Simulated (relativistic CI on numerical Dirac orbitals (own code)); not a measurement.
# Ni²⁺ (3d8) in a crystal field

Calculated by Dirac-Coulomb-Breit CI, separate exchange-only KLI orbitals for each configuration, model QED (radiative potential, 1s self-energy scaled to tabulated hydrogen-like ionisation energies), valence Slater integrals scaled by 0.8, one configuration in a parametric crystal field (own radial code).

Field parameters in Wybourne normalisation: D4h B²₀ = −7Ds, B⁴₀ = 21(Dq − Dt), B⁴₄ = 21√(5/14) Dq. The field is a parameter set, without covalency.

S is read from ⟨S²⟩ = S(S + 1).

Powder χT (cm³ K mol⁻¹) by Van Vleck's formula, with temperature-independent terms:

```
                                        Field    2 K   5 K  10 K  20 K  50 K  100 K  200 K  300 K
D4h, 10Dq = 13000, Ds = -1500, Dt = -290 cm⁻¹   1.04  1.15  1.17  1.18  1.19    1.2   1.21   1.23
 D4h, 10Dq = 13000, Ds = 3000, Dt = -290 cm⁻¹  0.988  1.13  1.17  1.18  1.19    1.2   1.21   1.23
 D4h, 10Dq = 13000, Ds = 2590, Dt = -290 cm⁻¹  0.977  1.13  1.17  1.18  1.19    1.2   1.21   1.23
 D4h, 10Dq = 13000, Ds = 2180, Dt = -290 cm⁻¹  0.969  1.12  1.17  1.18  1.19    1.2   1.21   1.22
 D4h, 10Dq = 13000, Ds = 1770, Dt = -290 cm⁻¹  0.963  1.12  1.16  1.18  1.19   1.19   1.21   1.22
 D4h, 10Dq = 13000, Ds = 1360, Dt = -290 cm⁻¹  0.959  1.12  1.16  1.18  1.19   1.19   1.21   1.22
  D4h, 10Dq = 13000, Ds = 950, Dt = -290 cm⁻¹  0.959  1.12  1.16  1.18  1.19   1.19   1.21   1.22
  D4h, 10Dq = 13000, Ds = 550, Dt = -290 cm⁻¹  0.961  1.12  1.16  1.18  1.19   1.19   1.21   1.22
```

(1) For D4h, 10Dq = 13000, Ds = 1770, Dt = -290 cm⁻¹: what effective moment follows at 300 K?

Results:

(1) μ_eff = √(8χT) = 3.13 μB. The ground level has S = 1.00; the spin-only moment for S = 1 is 2.83 μB. The difference comes from the orbital moment, spin-orbit mixing of terms and temperature-independent paramagnetism, all larger in this ionic model than in covalent complexes.
